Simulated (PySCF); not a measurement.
**Strontium: a sound run and one with changed settings**

Sound run: Sr [Kr] 5s2, Sr⁺ [Kr] 5s1. All numbers are calculated (PySCF 2.14, the spin-free X2C one-electron Hamiltonian (Gaussian nucleus), in x2c-SVPall (6s4p5d1f, 50 functions)). The sound run starts from symmetry-adapted Hartree-Fock orbitals and uses a fine grid where one is needed.

Changed run: 6 angular points. This setting is unsound on purpose.

| species | method | sound run (hartree) | changed run (hartree) | converged |
| --- | --- | --- | --- | --- |
| Sr | UHF | -3177.02417 | -3177.02417 | yes |
| Sr | M06-L | -3178.81860 | -3183.69706 | yes |
| Sr | PBE | -3178.55092 | -3182.15091 | yes |
| Sr⁺ | UHF | -3176.84871 | -3176.84871 | yes |
| Sr⁺ | M06-L | -3178.60537 | -3183.45758 | yes |
| Sr⁺ | PBE | -3178.33799 | -3181.90735 | yes |

Ionisation energy of Sr:

```csv
method,sound run (eV),changed run (eV)
UHF,4.774,4.774
```

A coarse angular grid integrates products of high-l functions wrongly, so density functionals can shift, and the SCF can exploit the error; Hartree-Fock and MP2 need no grid.

For comparison, NIST gives 5.695 eV between the lowest levels.
